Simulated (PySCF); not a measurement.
Record of a relaxation.

Compound: C2H6OSi2.
Bonds: O1–Si2, Si2–C3, C3–C4 (triple), C4–Si5. Hydrogens: H6 on O1; H7, H8 on Si2; H9, H10, H11 on Si5.

Computed by this run: PBE0-D3(BJ)/def2-SVP geometry optimisation, gas phase in PySCF 2.14.0; density fitting, grid level 1; the optimiser is geomeTRIC in internal coordinates, started from a GFN2-xTB structure with every atom displaced at random (about 0.01 Å). The frame can shift and turn from step to step; on so coarse a grid that alone can change the energy by a few meV, and forces under 0.02 eV/Å are noise.

Step 0: E = -19953.6957 eV, largest atomic force 4.125 eV/Å
```
atom  x, y, z in Å  |  force x, y, z in eV/Å
O1     -2.867    0.716    0.643   -1.037   1.173  -0.017
Si2    -2.136   -0.028   -0.586    0.945  -0.127  -0.115
C3     -0.317   -0.058   -0.305    3.603  -0.074   0.433
C4      0.929   -0.080   -0.095   -4.069   0.039  -0.679
Si5     2.714   -0.118    0.216   -0.190   0.192   0.797
H6     -2.755    0.507    1.548    0.246  -0.415   1.253
H7     -2.471    0.811   -1.722   -0.056   0.151  -0.710
H8     -2.560   -1.413   -0.685   -0.230  -0.766  -0.284
H9      2.962    0.533    1.542    0.071  -0.029  -0.094
H10     3.157   -1.511    0.269    0.249  -0.517  -0.016
H11     3.383    0.615   -0.841    0.467   0.372  -0.568
```

Step 1: E = -19953.8202 eV, largest atomic force 0.707 eV/Å
```
atom  x, y, z in Å  |  force x, y, z in eV/Å
O1     -2.825    0.751    0.563   -0.131   0.123  -0.065
Si2    -2.096   -0.013   -0.716    0.073   0.079   0.189
C3     -0.269   -0.045   -0.472   -0.041  -0.070   0.685
C4      0.840   -0.094    0.057   -0.017   0.058  -0.705
Si5     2.642   -0.119    0.390    0.022   0.023   0.221
H6     -2.666    0.499    1.477    0.119  -0.123  -0.132
H7     -2.432    0.795   -1.908   -0.054  -0.010  -0.099
H8     -2.538   -1.428   -0.849   -0.031  -0.044  -0.066
H9      2.926    0.535    1.700    0.006   0.018   0.016
H10     3.116   -1.528    0.441    0.035  -0.057  -0.018
H11     3.339    0.621   -0.698    0.018   0.001  -0.026
```

Step 2: E = -19953.8554 eV, largest atomic force 0.558 eV/Å
```
atom  x, y, z in Å  |  force x, y, z in eV/Å
O1     -2.849    0.757    0.557   -0.126   0.133  -0.015
Si2    -2.102   -0.008   -0.708    0.100  -0.001  -0.069
C3     -0.276   -0.043   -0.445   -0.182  -0.044   0.526
C4      0.849   -0.090    0.043    0.160   0.043  -0.513
Si5     2.653   -0.116    0.393   -0.021  -0.009   0.141
H6     -2.673    0.479    1.459    0.081  -0.087   0.003
H7     -2.434    0.789   -1.914   -0.001  -0.032  -0.025
H8     -2.548   -1.425   -0.851   -0.002  -0.005  -0.032
H9      2.931    0.544    1.702   -0.014   0.002  -0.006
H10     3.129   -1.529    0.446    0.000   0.005  -0.007
H11     3.359    0.618   -0.696    0.005  -0.005  -0.002
```

Step 3: E = -19953.9074 eV, largest atomic force 0.397 eV/Å
```
atom  x, y, z in Å  |  force x, y, z in eV/Å
O1     -2.910    0.765    0.544   -0.017  -0.004   0.105
Si2    -2.111   -0.002   -0.687    0.046  -0.117  -0.377
C3     -0.300   -0.041   -0.355   -0.160   0.013   0.143
C4      0.874   -0.076   -0.008    0.207   0.006  -0.093
Si5     2.670   -0.105    0.391   -0.037  -0.024  -0.051
H6     -2.696    0.425    1.417   -0.059   0.059   0.126
H7     -2.400    0.766   -1.927    0.047   0.006   0.058
H8     -2.551   -1.420   -0.860    0.013   0.029   0.041
H9      2.907    0.570    1.699   -0.016  -0.005   0.004
H10     3.145   -1.520    0.459   -0.025   0.036   0.018
H11     3.411    0.613   -0.687   -0.001   0.000   0.024
```

Step 4: E = -19953.9148 eV, largest atomic force 0.188 eV/Å
```
atom  x, y, z in Å  |  force x, y, z in eV/Å
O1     -2.927    0.758    0.540    0.036  -0.060   0.048
Si2    -2.109   -0.008   -0.686    0.000  -0.056  -0.180
C3     -0.303   -0.042   -0.333   -0.065   0.008   0.071
C4      0.881   -0.072   -0.021    0.091   0.004  -0.047
Si5     2.674   -0.101    0.385   -0.021  -0.009  -0.035
H6     -2.725    0.425    1.420   -0.057   0.062   0.042
H7     -2.378    0.762   -1.928    0.027   0.017   0.043
H8     -2.546   -1.426   -0.863    0.008   0.017   0.029
H9      2.897    0.575    1.696   -0.007  -0.005   0.000
H10     3.147   -1.514    0.459   -0.013   0.019   0.013
H11     3.426    0.618   -0.685   -0.001   0.002   0.015
```

Step 5: E = -19953.9188 eV, largest atomic force 0.087 eV/Å
```
atom  x, y, z in Å  |  force x, y, z in eV/Å
O1     -2.947    0.743    0.530    0.051  -0.063  -0.032
Si2    -2.105   -0.021   -0.685   -0.040   0.030   0.057
C3     -0.303   -0.044   -0.308    0.002  -0.006  -0.002
C4      0.890   -0.067   -0.032   -0.004   0.003  -0.005
Si5     2.680   -0.093    0.377    0.001   0.004   0.001
H6     -2.774    0.431    1.425   -0.020   0.022  -0.021
H7     -2.349    0.759   -1.923   -0.001   0.012   0.000
H8     -2.535   -1.438   -0.864    0.004  -0.004   0.001
H9      2.891    0.580    1.691    0.004   0.001   0.001
H10     3.151   -1.505    0.456    0.003  -0.003   0.002
H11     3.440    0.629   -0.684    0.000   0.003  -0.001
```

Step 6: E = -19953.9190 eV, largest atomic force 0.061 eV/Å
```
atom  x, y, z in Å  |  force x, y, z in eV/Å
O1     -2.953    0.737    0.527    0.029  -0.033  -0.026
Si2    -2.104   -0.025   -0.683   -0.026   0.028   0.047
C3     -0.303   -0.045   -0.304    0.015  -0.006  -0.002
C4      0.891   -0.065   -0.031   -0.017   0.003  -0.002
Si5     2.682   -0.089    0.375    0.002   0.003   0.004
H6     -2.789    0.431    1.425   -0.008   0.005  -0.011
H7     -2.344    0.758   -1.920   -0.003   0.003  -0.003
H8     -2.530   -1.443   -0.864    0.003  -0.005  -0.004
H9      2.894    0.583    1.690    0.002   0.002   0.000
H10     3.154   -1.501    0.455    0.003  -0.001  -0.001
H11     3.441    0.634   -0.685    0.000   0.002  -0.002
```

Step 7: E = -19953.9191 eV, largest atomic force under 0.02 eV/Å
```
atom  x, y, z in Å  |  force x, y, z in eV/Å
O1     -2.959    0.728    0.524    0.000   0.002  -0.004
Si2    -2.103   -0.029   -0.681   -0.001   0.006   0.008
C3     -0.302   -0.046   -0.299   -0.001  -0.001  -0.003
C4      0.892   -0.063   -0.028    0.001   0.002   0.005
Si5     2.683   -0.083    0.374    0.001   0.001   0.002
H6     -2.803    0.427    1.424    0.001  -0.007   0.003
H7     -2.342    0.755   -1.918   -0.002  -0.004  -0.002
H8     -2.523   -1.450   -0.865    0.001  -0.002  -0.005
H9      2.898    0.589    1.688    0.000   0.002  -0.001
H10     3.159   -1.495    0.453    0.001   0.002  -0.002
H11     3.439    0.641   -0.688    0.000   0.001  -0.002
```

**Question.** Summarise the path.

**Answer.** The energy falls by 0.2234 eV from step 0 to step 7; nine tenths of that is first reached at step 3. It falls at every step. The largest force goes from 4.125 to under 0.02 eV/Å. Among the bonds O1–Si2 changes most, from 1.611 to 1.661 Å; the atoms move by 0.050 Å rms after alignment.

What follows is the cost of the whole optimisation. Hardware: one thread, Arm Neoverse V2 (aarch64), no GPU, shared host with 64 logical CPUs at a one-minute load of 44. Cost: 30 s wall, 0.49 GiB resident at most.
